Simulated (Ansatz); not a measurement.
BRh, closed-shell singlet (lowest of 2S+1 = 1, 3, 5 at CCSD(T)/def2-TZVPP on PBE0 minima; our sources give no spin for the ground state, which may be another), most abundant isotopes (102.9055 and 11.0093 u). Constants from fifth-degree fits in 1/R to seven points on the lowest solution found; no spin–orbit coupling, no relativity up to Kr; ω_e x_e and α_e move by some per cent with the fit.

Correlated levels freeze the inner cores; with def2 sets outer-core shells near the valence are correlated too. CBS: X⁻³ extrapolation of the correlation energy, Hartree–Fock from the larger set.

Run with Ansatz (a first-principles code) with Gaussian orbitals. Each number belongs to the level named beside it. In def2 rows elements past Kr take small-core potentials, without spin–orbit coupling.

```tsv
level	r_e (Å)	ω_e (cm⁻¹)	ω_e x_e (cm⁻¹)	α_e (cm⁻¹)
PBE/def2-TZVPP	1.6939	946.0	4.40	0.00393
CCSD(T)/CBS(def2-TZVPP, def2-QZVPP)	1.6867	943.4	3.67	0.00380
```

### Question
Derive the rotational constants, the centrifugal constant, the fundamental, the zero-point energy and the force constant.

### Answer

μ = 9.94531 u.
- PBE/def2-TZVPP: B_e = 16.8576/(μ r_e²) = 0.59074 cm⁻¹; B₀ = B_e − α_e/2 = 0.58877 cm⁻¹; D = 4B_e³/ω_e² = 9.21e-07 cm⁻¹; fundamental ω_e − 2ω_e x_e = 937 cm⁻¹; zero-point energy ω_e/2 − ω_e x_e/4 = 472 cm⁻¹; k = μ(2πcω_e)² = 524 N/m; the line J = 1 ← 0 at 2B₀ = 35.30 GHz
- CCSD(T)/CBS(def2-TZVPP, def2-QZVPP): B_e = 16.8576/(μ r_e²) = 0.59583 cm⁻¹; B₀ = B_e − α_e/2 = 0.59393 cm⁻¹; D = 4B_e³/ω_e² = 9.51e-07 cm⁻¹; fundamental ω_e − 2ω_e x_e = 936 cm⁻¹; zero-point energy ω_e/2 − ω_e x_e/4 = 471 cm⁻¹; k = μ(2πcω_e)² = 522 N/m; the line J = 1 ← 0 at 2B₀ = 35.61 GHz

Doubts at one or more of the structures used: a restricted determinant that unrestricted orbitals would lower (CCSD(T)/CBS(def2-TZVPP, def2-QZVPP)).
